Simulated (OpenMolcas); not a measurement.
3d ions of charge +5 along the row

| Item | Value |
| --- | --- |
| Program | OpenMolcas |
| Method | CASSCF |
| Basis | ANO-RCC-VQZP |
| Scalar Hamiltonian | DKH2, point nucleus |
| Spin-orbit coupling | RASSI with atomic mean-field integrals over the reference wave functions, term energies averaged over their components |

Active space: the 3d shell.

B and C come from two terms' centres of gravity (d2, d8: 3P = 15B, 1G = 12B + 2C; d3, d7: 4P = 15B, 2G = 4B + 3C; d4, d6: 3G = 9B + 4C, 3H = 4B + 4C; d5: 4D = 17B + 5C, 4G = 10B + 5C, above the ground term), where all their levels are at least 80 % pure. ζ = ±2S·A comes from the whole width of the ground multiplet by E(J) = (A/2) J(J+1), where its levels are at least 85 % pure. Energies in cm-1.

```tsv
Ion	Configuration	Lowest level	Weight (%)	B	B measured	C	C measured	ζ	ζ measured
Mn5+	3d2	3F2	100	1435	1159	5358	5322	471	477
Fe5+	3d3	4F 3/2	100	1497	1205	5688	5007	592	572
Co5+	3d4	5D0	100	1607	1131	5848	5809	754	713
Ni5+	3d5	6S 5/2	100	1655		6161			
Cu5+	3d6	5D4	100	1794	1457	6266	5971	1047	1093
```

Measured columns use the levels in Corliss and Sugar, J. Phys. Chem. Ref. Data 6, 1253 (1977) (Mn5+); Corliss and Sugar, J. Phys. Chem. Ref. Data 11, 135 (1982) (Fe5+); Sugar and Corliss, J. Phys. Chem. Ref. Data 10, 1097 (1981) (Co5+); Sugar and Musgrove, J. Phys. Chem. Ref. Data 19, 527 (1990) (Cu5+).

The computed B goes from 1435 (Mn5+) to 1794 cm-1 (Cu5+), a factor of 1.25, rising at every step. It departs from the measured column by +23 to +42 %. The Trees term is left out, which lowers the B read from the levels of every ion, most for d4 to d6. The pair of terms that fixes B changes along the row, so steps between ions also reflect that choice.

The computed ζ goes from 471 (Mn5+) to 1047 cm-1 (Cu5+), a factor of 2.22, rising at every step. It departs from the measured column by -4 to +6 %.

Without dynamic correlation excited terms often stand tens of per cent too high (terms of higher spin than the ground term too low), and those without a measured partner can miss by more than the paired ones. Some levels mix across a computed gap that differs much from the measured one, so their mixing is not that of the real levels (holds for Ni5+; Cu5+). Computed and measured levels are paired by configuration, term and J; levels that our copy of the source lacks, or whose pairing is in doubt (as where it misses far off the trend of its configuration), stay unpaired and out of the deviations. Levels of configurations outside the active space are missing.
